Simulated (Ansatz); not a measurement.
Calculated with Ansatz (gas phase, PBE0-D4/def2-TZVP geometries, no zero-point term in ΔE). CCSD(T)/CBS is the MP2 limit (def2-TZVPP, def2-QZVPP) plus CCSD(T) − MP2 in def2-TZVPP, frozen cores. This one scheme is used for every species. DFT in def2-TZVPP. B3LYP here is the variant with VWN-RPA as its local correlation; programs differ in this. HSE06 is defined as in plane-wave codes. For Br outer-core shells are correlated without core-valence functions, which leaves a few kJ/mol of doubt a bond. Scalar relativity is left out up to krypton. Each species was taken in one conformer, which may not be the lowest.

Reaction (formal loss of a carbene): `FC(Cl)C(F)(F)Br` → `F[C]F` + `FC(Cl)Br`

```tsv
level	ΔE (kJ/mol)	difference from CCSD(T)/CBS
LDA (SPW92)	301.4	56.9
revPBE-D4	238.6	-5.9
BLYP-D4	222.6	-21.9
r2SCAN-D4	259.2	14.7
B97M-V	244.7	0.2
PBE0-D4	260.6	16.1
B3LYP-D4	237.8	-6.7
r2SCANh-D4	262.0	17.5
r2SCAN0-D4	265.9	21.4
BHLYP-D4	249.1	4.6
CAM-B3LYP-D4	247.8	3.3
ωB97X-V	249.1	4.6
ωB97M-V	240.6	-3.9
PBE-QIDH	263.0	18.5
PBE	237.6	-6.9
revPBE	210.4	-34.1
BLYP	201.5	-43.0
r2SCAN	256.6	12.1
PBE0	252.2	7.7
B3LYP	222.2	-22.3
r2SCANh	259.2	14.7
HSE06	252.1	7.6
BHLYP	237.6	-6.9
CAM-B3LYP	239.2	-5.3
LC-ωPBE	253.4	8.9
RPA@PBE/def2-TZVPP	221.2	-23.3
HF/def2-SVP	224.0	-20.5
MP2/def2-SVP	268.3	23.8
CCSD/def2-SVP	248.7	4.2
CCSD(T)/def2-SVP	248.9	4.4
HF/def2-TZVPP	203.3	-41.2
MP2/def2-TZVPP	258.7	14.2
SCS-MP2/def2-TZVPP	244.6	0.1
CCSD/def2-TZVPP	237.0	-7.5
CCSD(T)/def2-TZVPP	238.4	-6.1
HF/def2-QZVPP	201.8	-42.7
MP2/def2-QZVPP	261.7	17.2
SCS-MP2/def2-QZVPP	247.1	2.6
MP2/CBS(def2)	264.8	20.3
CCSD/CBS(def2)	243.1	-1.4
CCSD(T)/CBS	244.5	0
```

Largest T1 diagnostic among the species: 0.017.

The D4 term adds +15.6 kJ/mol with B3LYP and +8.4 kJ/mol with PBE0; it sums over pairs of atoms, weighted by their polarisabilities, and B3LYP, whose exchange is more repulsive, gets the larger term. From BLYP to BHLYP (50 % exact exchange), in def2-TZVPP and without D4, ΔE moves by +36.0 kJ/mol. At CCSD(T), def2-SVP lies +4.4 kJ/mol from the extrapolated value and def2-TZVPP −6.1 kJ/mol.
